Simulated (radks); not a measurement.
The numbers below are computed, except where a source is named.
Problem. The zinc ion Zn3+, 27 electrons, occupied as [Ar] 3d7 4p2 (not the ground configuration). Code: a radial shooting solver on a logarithmic mesh with Libxc functionals. Model: Dirac Kohn-Sham, PBE, spin-unpolarised, spherical densities, finite nucleus; open shells are shared between the two j in proportion to 2j + 1; Fermi nuclear charge, rms radius 3.9283 fm. Some entries of the table are withheld. Estimate them.

| orbital | occ. | eigenvalue (eV) | <r^2> (bohr^2) | r(max) (bohr) |
|---|---|---|---|---|
| 1s1/2 | 2 | -9589.480 | (1) | 0.03291 |
| 2s1/2 | 2 | -1226.681 | 0.06029 | 0.1894 |
| 2p1/2 | 2 | -1088.224 | 0.04718 | (2) |
| 2p3/2 | 4 | -1064.376 | 0.04870 | (3) |
| 3s1/2 | 2 | -192.9589 | 0.5111 | 0.5835 |
| 3p1/2 | 2 | -148.6647 | (4) | (5) |
| 3p3/2 | 4 | -145.3955 | (6) | (7) |
| 3d3/2 | 2.8 | -71.1998 | 0.6886 | 0.5401 |
| 3d5/2 | 4.2 | -70.7435 | 0.6951 | 0.5425 |
| 4p1/2 | 0.666667 | -32.7477 | 5.026 | 1.861 |
| 4p3/2 | 1.33333 | -32.3825 | 5.126 | 1.881 |

Solution. 
(1) 1s1/2 <r^2> (bohr^2): 0.003405
(2) 2p1/2 r(max) (bohr): 0.1503
(3) 2p3/2 r(max) (bohr): 0.1531
(4) 3p1/2 <r^2> (bohr^2): 0.5457
(5) 3p1/2 r(max) (bohr): 0.5799
(6) 3p3/2 <r^2> (bohr^2): 0.5604
(7) 3p3/2 r(max) (bohr): 0.5876
